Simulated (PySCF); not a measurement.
# Computed records: AlB2H4, CH6AlBN, Al2BH4O

All values are calculated (PySCF 2.14.0). Calculation on a computer-drawn molecule: the log of a Hartree-Fock and frozen-core CCSD(T) single point meant for a local Hartree-Fock minimum, with one planted fault or none, to be diagnosed. Offsets are logged minus clean, where the clean run is the same molecule without the fault. The reference is restricted for singlets and unrestricted otherwise, and also for a bond in bohr or an excited solution. Adding or removing an electron swaps singlet and doublet. The excited solution moves the top pair (singlet) or top alpha electron (doublet) to the lowest empty orbital. Highest occupied and lowest empty are orbital energies over both spins, largest force is the largest gradient component, triples share is (T) over the correlation energy, the T1 limit is 0.02 restricted and 0.045 unrestricted, electrons count all cores, a negative frequency is imaginary (commonest isotopes), and the dipole is about the centre of nuclear charge.

Common to all runs: meant charge 1; meant multiplicity 1; meant basis cc-pV(D+d)Z; logged SCF converged yes; logged spin squared 0; possible faults no fault, one electron removed, one electron added, multiplicity raised by two, geometry at a saddle point, SCF held on an excited solution, minimal basis STO-3G, one bond length entered in bohr, all coordinates scaled.

```yaml
- entry: 1
  formula: AlB2H4
  logged_structure:
    atoms_angstrom:
      - [B, 1.0178, 0.9297, -2.1812]
      - [Al, 0.0471, -0.3179, -0.7938]
      - [B, -0.9234, -1.5653, 0.594]
      - [H, 0.7419, 2.0501, -2.2124]
      - [H, 1.8086, 0.471, -2.886]
      - [H, -0.4197, -1.7634, 1.6136]
      - [H, -1.9419, -2.0287, 0.3106]
  given:
    logged_electrons: 26
    logged_basis_functions: 71
    "logged_highest_occupied [eV]": -15.52
    "logged_lowest_empty [eV]": -5.2349
    "logged_largest_force [hartree/bohr]": 0.020714
    logged_T1_diagnostic: 0.01037
    logged_D1_diagnostic: 0.022763
    logged_triples_share: 0.021622
    logged_CC_converged: "yes"
    "logged_dipole_magnitude [debye]": 0.00067713
    logged_SCF_stable_within_its_kind: "yes"
    "logged_energy_HF [hartree]": -293.28124
    "logged_energy_CCSD(T) [hartree]": -293.52686
    drawn_bonds_atom: [1, 2, 1, 1, 3, 3]
    drawn_bonds_other_atom: [2, 3, 4, 5, 6, 7]
    drawn_bonds_order: [1, 1, 1, 1, 1, 1]
  results:
    planted_fault: "all coordinates scaled, by -3.1 %"
    "HF_energy_offset_from_clean_run [kcal/mol]": 2.929
    "CCSD(T)_energy_offset_from_clean_run [kcal/mol]": 3.949
- entry: 2
  formula: CH6AlBN
  logged_structure:
    atoms_angstrom:
      - [B, -2.4894, -3.1277, 0.4482]
      - [Al, -0.6766, -2.0111, 0.0652]
      - ["N", 0.7636, -1.1255, -0.2345]
      - [C, 1.8644, -0.7828, 0.6857]
      - [H, -3.2468, -3.2851, -0.4542]
      - [H, -2.6643, -3.5445, 1.5475]
      - [H, 0.9398, -0.7598, -1.1568]
      - [H, 1.6661, -1.182, 1.6807]
      - [H, 1.9681, 0.298, 0.768]
      - [H, 2.8023, -1.207, 0.3306]
  given:
    logged_electrons: 36
    logged_basis_functions: 30
    "logged_highest_occupied [eV]": -13.386
    "logged_lowest_empty [eV]": -0.23326
    "logged_largest_force [hartree/bohr]": 0.026464
    logged_T1_diagnostic: 0.022922
    logged_D1_diagnostic: 0.099901
    logged_triples_share: 0.020864
    logged_CC_converged: "yes"
    "logged_dipole_magnitude [debye]": 3.3624
    logged_SCF_stable_within_its_kind: "yes"
    "logged_energy_HF [hartree]": -357.86904
    "logged_energy_CCSD(T) [hartree]": -358.082
    drawn_bonds_atom: [1, 2, 3, 1, 1, 3, 4, 4, 4]
    drawn_bonds_other_atom: [2, 3, 4, 5, 6, 7, 8, 9, 10]
    drawn_bonds_order: [1, 1, 1, 1, 1, 1, 1, 1, 1]
  results:
    planted_fault: "minimal basis STO-3G"
    "HF_energy_offset_from_clean_run [kcal/mol]": 2693
    "CCSD(T)_energy_offset_from_clean_run [kcal/mol]": 2871
  notes: ["T1 above single-reference limit"]
- entry: 3
  formula: Al2BH4O
  logged_structure:
    atoms_angstrom:
      - [B, -2.4844, -1.8894, 3.0558]
      - [Al, -2.576, -0.6943, 1.2462]
      - [O, -2.6449, 0.197, -0.102]
      - [Al, -2.7206, 1.1606, -1.5613]
      - [H, -1.4641, -1.883, 3.6637]
      - [H, -3.4588, -2.4972, 3.3584]
      - [H, -3.2223, 2.6217, -1.3456]
      - [H, -2.275, 0.4108, -2.8546]
  given:
    logged_electrons: 42
    logged_basis_functions: 94
    "logged_highest_occupied [eV]": -8.2131
    "logged_lowest_empty [eV]": -13.438
    "logged_largest_force [hartree/bohr]": 0.13217
    logged_CC_converged: "no"
    "logged_dipole_magnitude [debye]": 9.1767
    logged_SCF_stable_within_its_kind: "no"
    "logged_energy_HF [hartree]": -584.88861
    drawn_bonds_atom: [1, 2, 3, 1, 1, 4, 4]
    drawn_bonds_other_atom: [2, 3, 4, 5, 6, 7, 8]
    drawn_bonds_order: [1, 1, 1, 1, 1, 1, 1]
  results:
    planted_fault: "SCF held on an excited solution"
    "HF_energy_offset_from_clean_run [kcal/mol]": 411.2
  notes: ["CCSD not converged"]
```
